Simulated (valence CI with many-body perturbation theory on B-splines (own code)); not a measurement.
## Xe⁴⁸⁺: calculated level list

Calculated by relativistic CI+MBPT: four valence electrons over a frozen Dirac-Fock core [He], radial functions for each j: 11 s, 11 p, 10 d, 8 f, 5 g, 2 h, with the one-electron correlation potential Σ1, the two-electron term Σ2, the three-electron term Σ3, Breit, model QED; selected CI, second order for the rest, scaled by the run's own slope (own B-spline code, finite nucleus).

The last digits are not significant, and no measured levels were compared; by estimate large intervals hold to a few tenths of a per cent, small ones and those within an open d or f shell to about a per cent. Among the levels kept, up to 880 cm⁻¹ of a level comes from second order outside the variational space, and about a tenth of that is noise between levels of different J, which matters for small intervals.

Levels 46 to 90 of 208, with energies above the lowest level, (2s^2 2p1/2^2) J=0. "Leading %" is the weight of the configuration and term that name the level; weights of strongly mixed levels are sums over their largest components and can fall short, so below about 35 % the name and the second component can differ from the true leading terms, or belong to a minority configuration. In the jj column 3d3/2^4 stands for four electrons in 3d with j = 3/2. Lifetimes count E1, E2, E3, M1 and M2 decay at the calculated energies, and are blank where another channel may lead or the interval is too uncertain; long ones can be off by a factor of two.

```tsv
No.	Configuration	Term	J	E (eV)	Leading %	Second component	Leading jj	Lifetime
46	2s2p²3s	³P	1	5532.7	66	18 % 2s2p²3s ⁵P	2s 2p1/2 2p3/2 3s (94 %)	15.0 fs
47	2s2p²3s	³D	3	5537.9	42	30 % 2s2p²3s ⁵P	2s 2p1/2 2p3/2 3s (71 %)	42.7 fs
48	2s²2p3p	¹P	1	5554.8	47	39 % 2s²2p3p ³S	2s^2 2p3/2 3p3/2 (91 %)	208 fs
49	2s2p²3s	³P	2	5558.1	32	30 % 2s2p²3s ³D	2s 2p1/2 2p3/2 3s (80 %)	17.6 fs
50	2s²2p3p	³D	3	5562.9	70	14 % 2s2p²3s ³D	2s^2 2p3/2 3p3/2 (70 %)	72.9 fs
51	2s2p²3p	⁵P°	1	5571.8	39	31 % 2s2p²3p ⁵D°	2s 2p1/2 2p3/2 3p1/2 (99 %)	21.6 fs
52	2s²2p3p	³P	2	5579.4	49	24 % 2s²2p3p ¹D	2s^2 2p3/2 3p3/2 (74 %)	64.2 fs
53	2s2p²3p	⁵D°	2	5580.4	47	19 % 2s2p²3p ³D°	2s 2p1/2 2p3/2 3p1/2 (98 %)	10.3 fs
54	2s²2p3p	¹S	0	5586.0	44	37 % 2s2p²3s ³P	2s^2 2p3/2 3p3/2 (61 %)	30.7 fs
55	2s2p²3s	³D	1	5601.0	63	19 % 2s2p²3s ¹P	2s 2p1/2 2p3/2 3s (97 %)	15.4 fs
56	2s2p²3p	³D°	3	5603.9	30	23 % 2s2p²3p ³F°	2s 2p1/2 2p3/2 3p1/2 (91 %)	4.62 fs
57	2s2p²3s	³P	1	5604.4	54	22 % 2s2p²3s ¹P	2s 2p1/2 2p3/2 3s (95 %)	20.7 fs
58	2s2p²3s	¹D	2	5607.2	34	30 % 2s2p²3s ³D	2s 2p1/2 2p3/2 3s (93 %)	26.2 fs
59	2s2p²3s	³P	0	5610.3	61	24 % 2s²2p3p ¹S	2s 2p1/2 2p3/2 3s (60 %)	20.3 fs
60	2s²2p3d	³D°	2	5618.7	41	29 % 2s²2p3d ¹D°	2s^2 2p3/2 3d3/2 (88 %)	2.47 fs
61	2s²2p3d	³F°	3	5627.4	47	22 % 2s²2p3d ³D°	2s^2 2p3/2 3d3/2 (84 %)	3.96 fs
62	2s²2p3d	³P°	1	5627.6	57	33 % 2s²2p3d ³D°	2s^2 2p3/2 3d3/2 (94 %)	1.91 fs
63	2s2p²3p	³P°	2	5628.9	38	19 % 2s2p²3p ⁵S°	2s 2p1/2 2p3/2 3p1/2 (93 %)	19.3 fs
64	2s²2p3d	³P°	0	5628.9	94		2s^2 2p3/2 3d3/2 (94 %)	2.28 fs
65	2s²2p3d	³F°	4	5639.6	97		2s^2 2p3/2 3d5/2 (97 %)	38.0 ps
66	2s²2p3d	³P°	2	5649.1	47	33 % 2s²2p3d ¹D°	2s^2 2p3/2 3d5/2 (93 %)	3.03 fs
67	2s2p²3p	³P°	0	5655.2	43	27 % 2s2p²3p ¹S°	2s 2p1/2 2p3/2 3p1/2 (91 %)	59.6 fs
68	2s2p²3p	³D°	1	5655.5	60	14 % 2s2p²3p ³P°	2s 2p1/2 2p3/2 3p1/2 (93 %)	32.0 fs
69	2s2p²3p	³F°	2	5656.1	46	24 % 2s2p²3p ¹D°	2s 2p1/2 2p3/2 3p1/2 (95 %)	23.7 fs
70	2s²2p3d	³D°	3	5662.2	51	45 % 2s²2p3d ¹F°	2s^2 2p3/2 3d5/2 (89 %)	1.42 fs
71	2s²2p3d	¹P°	1	5669.5	63	22 % 2s²2p3d ³P°	2s^2 2p3/2 3d5/2 (96 %)	2.16 fs
72	2s2p²3p	⁵D°	3	5675.1	50	33 % 2s2p²3p ⁵P°	2s 2p1/2 2p3/2 3p3/2 (97 %)	42.5 fs
73	2s2p²3p	³D°	1	5681.2	28	22 % 2s2p²3p ⁵P°	2s 2p1/2 2p3/2 3p3/2 (86 %)	7.56 fs
74	2s2p²3p	³D°	1	5686.5	28	15 % 2s2p²3p ¹P°	2s 2p1/2 2p3/2 3p1/2 (86 %)	21.2 fs
75	2s2p²3p	³D°	2	5692.2	47	17 % 2s2p²3p ⁵S°	2s 2p1/2 2p3/2 3p3/2 (98 %)	9.92 fs
76	2s2p²3p	³P°	0	5702.8	85	11 % 2s2p²3p ⁵D°	2s 2p1/2 2p3/2 3p3/2 (98 %)	5.71 fs
77	2s2p²3p	³F°	4	5706.6	56	44 % 2s2p²3p ⁵D°	2s 2p1/2 2p3/2 3p3/2 (97 %)	2.28 ps
78	2s2p²3p	³P°	2	5712.7	50	20 % 2s2p²3p ¹D°	2s 2p1/2 2p3/2 3p3/2 (95 %)	10.2 fs
79	2s2p²3p	¹P°	1	5721.0	39	18 % 2s2p²3p ³P°	2s 2p1/2 2p3/2 3p3/2 (93 %)	5.92 fs
80	2s2p²3p	³D°	3	5725.0	50	26 % 2s2p²3p ¹F°	2s 2p1/2 2p3/2 3p3/2 (98 %)	10.4 fs
81	2s2p²3d	⁵F	2	5732.3	45	16 % 2s2p²3d ³P	2s 2p1/2 2p3/2 3d3/2 (99 %)	7.37 fs
82	2s2p²3d	⁵D	1	5733.4	52	21 % 2s2p²3d ⁵F	2s 2p1/2 2p3/2 3d3/2 (99 %)	9.76 fs
83	2s2p²3d	⁵D	0	5733.7	85	14 % 2s2p²3d ³P	2s 2p1/2 2p3/2 3d3/2 (99 %)	40.6 fs
84	2s2p²3d	⁵F	3	5739.0	57	11 % 2s2p²3d ³F	2s 2p1/2 2p3/2 3d3/2 (90 %)	7.40 fs
85	2s2p²3d	⁵F	4	5754.6	58	28 % 2s2p²3d ⁵D	2s 2p1/2 2p3/2 3d5/2 (89 %)	105 fs
86	2s2p²3p	³D°	2	5755.2	32	24 % 2s2p²3p ³P°	2s 2p1/2 2p3/2 3p3/2 (83 %)	19.2 fs
87	2s2p²3p	³D°	3	5762.7	40	39 % 2s2p²3p ³F°	2s 2p1/2 2p3/2 3p3/2 (99 %)	16.0 fs
88	2s2p²3d	³F	4	5765.4	40	24 % 2s2p²3d ⁵D	2s 2p1/2 2p3/2 3d3/2 (78 %)	1.28 ps
89	2s2p²3p	³P°	1	5768.6	33	25 % 2s2p²3p ³S°	2s 2p1/2 2p3/2 3p3/2 (84 %)	16.6 fs
90	2s2p²3d	³F	3	5768.9	32	28 % 2s2p²3d ⁵P	2s 2p1/2 2p3/2 3d3/2 (70 %)	2.87 fs
```
